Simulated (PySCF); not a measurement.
## Frontier levels across methods

C₂H₃BF₂S.
Cartesian coordinates in Å at the PBE0-D3(BJ)/def2-SVP level; atoms count from 1:
```
atom  x, y, z in Å
F1     1.8841    1.4618   -0.9309
B2     1.1719    0.3911   -0.6349
F3     1.5649   -0.7626   -1.1425
C4    -0.0851    0.4917    0.2707
C5    -0.8685   -0.7311    0.5615
S6    -1.5508    0.2212   -0.8091
H7    -0.1906    1.3457    0.9482
H8    -0.4350   -1.6993    0.2904
H9    -1.4772   -0.7353    1.4707
```

Basis pcSseg-2 throughout (PySCF), one geometry. Geometry: PBE0-D3(BJ)/def2-SVP, one conformer, isolated molecule.

Q: How do the orbital energies, the gap and the dipole change with the method?

A: 
```csv
method,kind,HOMO (eV),LUMO (eV),gap (eV),μ (D),SCF cycles
BLYP,GGA,-5.65,-1.82,3.83,2.20,16
B97-D,GGA,-5.77,-1.81,3.96,2.22,15
OPBE,GGA,-5.80,-1.83,3.98,2.19,16
PBE,GGA,-5.80,-1.94,3.86,2.21,16
KT2,GGA,-5.88,-1.95,3.92,2.26,15
KT3,GGA,-5.89,-1.92,3.97,2.23,15
BP86,GGA,-5.89,-2.01,3.89,2.21,16
LDA,LDA,-5.94,-2.19,3.75,2.26,15
B97-2,global hybrid,-6.80,-1.00,5.80,2.31,14
B3LYP,global hybrid,-6.81,-1.22,5.59,2.30,14
PBE0,global hybrid,-7.05,-0.98,6.07,2.32,14
mPW1PW91,global hybrid,-7.08,-0.99,6.09,2.31,14
BHandHLYP,global hybrid,-8.17,0.04,8.21,2.42,13
CAM-B3LYP,range-separated hybrid,-8.40,0.11,8.50,2.33,13
wB97X-D,range-separated hybrid,-8.91,0.85,9.75,2.32,14
LC-wPBE,range-separated hybrid,-9.80,1.29,11.09,2.31,14
HF,Hartree–Fock,-9.92,2.42,12.35,2.57,11
```

The HOMO spans 4.28 eV, from BLYP down to HF, and the gap runs from 3.75 eV (LDA) to 12.35 eV (HF). Over the methods BLYP (0 %), B97-D (0 %), OPBE (0 %), PBE (0 %), KT2 (0 %), KT3 (0 %), BP86 (0 %), LDA (0 %), B97-2 (21 %), B3LYP (20 %), PBE0 (25 %), mPW1PW91 (25 %), BHandHLYP (50 %), HF (100 %), a straight line through the gap against the share of exact exchange rises by 0.85 eV for each 10 % (correlation coefficient 1.000). The dipole ranges from 2.19 D (OPBE) to 2.57 D (HF). This basis has no diffuse functions.

The vertical ΔSCF ionisation energy at CAM-B3LYP/def2-SVPD is 9.42 eV; −ε(HOMO) comes closest to it with LC-wPBE (9.80 eV).
